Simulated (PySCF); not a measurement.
C2NiO2, multiplicity 1.

```xyz
5

Ni     0.0000     0.0000    -0.4845
O      0.0000    -2.6132     0.7393
C      0.0000    -1.6313     0.1448
O      0.0000     2.6132     0.7393
C      0.0000     1.6313     0.1448
```
Charge 0, spin multiplicity 1.

The structure is a stationary point at B3LYP-D3(BJ)/def2-SVP. The multiplicity is an assumed one; other spin states were not compared.

These are PBE/pcSseg-1 (PySCF) values and carry that method's errors. Non-relativistic, no solvent.

### Question
Give the absolute GIAO shielding of each atom: isotropic value and principal components (ppm). (The exact figures need the calculation; the answer reports its results.)

### Answer

| atom | σ(iso) | σ11 | σ22 | σ33 | span |
|---|---|---|---|---|---|
| Ni1 | -1280.9 | -2354.2 | -2147.4 | 658.8 | 3012.9 |
| O2 | -21.6 | -236.3 | -187.9 | 359.3 | 595.6 |
| C3 | 6.5 | -126.3 | -112.8 | 258.7 | 385.0 |
| O4 | -21.6 | -236.3 | -187.9 | 359.3 | 595.6 |
| C5 | 6.5 | -126.3 | -112.8 | 258.7 | 385.0 |
